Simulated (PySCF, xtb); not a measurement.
Ta(NH)(OH)(NH2)2 (H6N3OTa), SMILES [NH]=[Ta]([NH2])([OH])[NH2], multiplicity 1. The values are those of a single conformer.

Harmonic wavenumbers (cm⁻¹) from GFN2-xTB run with xtb 6.7.1 at its own minimum, in rising order: 121, 125, 134, 153, 166, 240, 283, 334, 342, 376, 392, 458, 473, 486, 534, 541, 571, 580, 887, 1532, 1534, 3386, 3388, 3430, 3441, 3442, 3683.

What does PBE-D3(BJ)/def2-SVP (PySCF 2.14.0) give at its own minimum? (Estimate from the structure and the level; the computed values follow.)

159, 167, 177, 185, 195, 253, 285, 368, 404, 419, 446, 534, 534, 550, 570, 647, 652, 679, 955, 1464, 1467, 3464, 3466, 3567, 3567, 3584, 3820. Paired by order, the mean absolute difference is 67 cm⁻¹ and the zero-point energies are 44.4 and 46.6 kcal/mol.
